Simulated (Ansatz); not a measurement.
Gas-phase electronic energies from Ansatz, PBE0-D4/def2-TZVP geometries. CCSD(T)/CBS is the MP2 limit (def2-TZVPP, def2-QZVPP) plus CCSD(T) − MP2 in def2-TZVPP, frozen cores. DFT in def2-TZVPP. B3LYP here is the variant with VWN-RPA as its local correlation; programs differ in this. Each species was taken in one conformer, which may not be the lowest.

Reaction (isomerisation): `CN[SiH](O)O` → `NC(O)O[SiH3]`

`CN[SiH](O)O`:

Cartesian coordinates in Å:
```
C -1.084 -0.957 -0.915
N 0.187 -0.905 -0.224
Si 0.760 0.412 0.679
O 0.955 1.773 -0.229
O -0.305 0.884 1.833
H -1.861 -1.471 -0.338
H -1.438 0.058 -1.106
H -0.990 -1.456 -1.885
H 0.607 -1.804 -0.056
H 2.042 -0.047 1.269
H 1.492 1.687 -1.017
H -0.365 1.827 1.989
```

`NC(O)O[SiH3]`:

Cartesian coordinates in Å:
```
N -2.031 -0.041 0.039
C -0.668 0.054 0.431
O -0.244 1.386 0.364
O 0.190 -0.675 -0.396
Si 1.823 -0.406 -0.464
H -2.113 0.154 -0.953
H -2.393 -0.970 0.215
H -0.579 -0.332 1.458
H -0.922 1.923 0.786
H 2.388 -0.284 0.907
H 2.375 -1.609 -1.133
H 2.176 0.800 -1.252
```

(1) Is it downhill or uphill in electronic energy at CCSD(T)/CBS, and by how much? (An estimate is asked.)

(2) What do these levels give: r2SCAN-D4, PBE0-D4, B2PLYP, PBE0, B3LYP, HF/def2-TZVPP, MP2/def2-TZVPP, CCSD(T)/def2-TZVPP, HF/def2-QZVPP, MP2/def2-QZVPP, SCS-MP2/def2-QZVPP, HF/CBS(def2)? (Best estimate.)

Largest T1 diagnostic among the species: 0.011.

Answers

(1) Computed: Uphill: ΔE = +66.5 kcal/mol.

(2) Ansatz gave: r2SCAN-D4 64.1, PBE0-D4 62.7, B2PLYP 65.3, PBE0 62.5, B3LYP 63.8, HF/def2-TZVPP 64.1, MP2/def2-TZVPP 67.5, CCSD(T)/def2-TZVPP 64.3, HF/def2-QZVPP 64.8, MP2/def2-QZVPP 69.0, SCS-MP2/def2-QZVPP 67.4, HF/CBS(def2) 64.8 kcal/mol.

From PBE to PBE0 (25 % exact exchange), in def2-TZVPP and without D4, ΔE moves by +1.8 kcal/mol.
